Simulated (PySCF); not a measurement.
Hydrogen diatomic, H2.
Geometry (PBE0-D3(BJ)/def2-SVP, Å), atoms numbered from 1 in this order:
```
atom  x, y, z in Å
H1     0.3830   -0.0065   -0.0049
H2    -0.3775    0.0090   -0.0234
```

All values: PBE0/pcSseg-1 and CAM-B3LYP/def2-SVPD (PySCF, non-relativistic), on one gas-phase PBE0-D3(BJ)/def2-SVP geometry that isn't relaxed in the solvent. The solvent is an IEF-PCM continuum (Bondi radii, 1.10 Å for H, scaled by 1.2). Specific hydrogen bonds and non-electrostatic terms are outside this model.

Gas phase at PBE0/pcSseg-1: HOMO -11.87 eV, LUMO 1.96 eV, dipole 0.00 D.

**Question.** What does the continuum do to the energy, the frontier levels and the dipole at PBE0/pcSseg-1 in methanol and water?

**Answer.** 
```
 solvent      ε  E(solvent) − E(gas) (kJ/mol)  polarisation term (kJ/mol)  distortion of the solute (kJ/mol)  HOMO (eV)  LUMO (eV)  dipole (D)
methanol  32.61                         -0.85                       -0.85                               0.00     -11.75       2.15        0.00
   water  78.36                         -0.87                       -0.88                               0.01     -11.75       2.16        0.00
```

The first energy column is the sum of the next two and covers electrostatics alone.

Gas phase at CAM-B3LYP/def2-SVPD: HOMO -13.40 eV, LUMO 2.60 eV, dipole 0.00 D.

**Question.** What does the continuum do to the energy, the frontier levels and the dipole at CAM-B3LYP/def2-SVPD in methanol and water?

**Answer.** 
```json
{"solvent": "methanol", "ε": "32.61", "E(solvent) − E(gas) (kJ/mol)": "-0.88", "polarisation term (kJ/mol)": "-0.90", "distortion of the solute (kJ/mol)": "0.02", "HOMO (eV)": "-13.29", "LUMO (eV)": "2.80", "dipole (D)": "0.00"}
{"solvent": "water", "ε": "78.36", "E(solvent) − E(gas) (kJ/mol)": "-0.91", "polarisation term (kJ/mol)": "-0.93", "distortion of the solute (kJ/mol)": "0.02", "HOMO (eV)": "-13.29", "LUMO (eV)": "2.80", "dipole (D)": "0.00"}
```

**Question.** How does the static polarisability (CAM-B3LYP/def2-SVPD, frozen core, with the continuum's full static response) change?

**Answer.** 
```
  medium  isotropic (au)  principal values (au)  ⟨r²⟩ of the electrons (bohr²)
     gas             5.4          4.6, 4.6, 7.0                            5.2
methanol             6.4          5.4, 5.4, 8.5                            5.2
   water             6.5          5.4, 5.4, 8.5                            5.2
```

The isotropic value in water is 1.19 times the gas-phase one; no cavity-field correction is applied. ⟨r²⟩ is taken about the centre of nuclear charge.
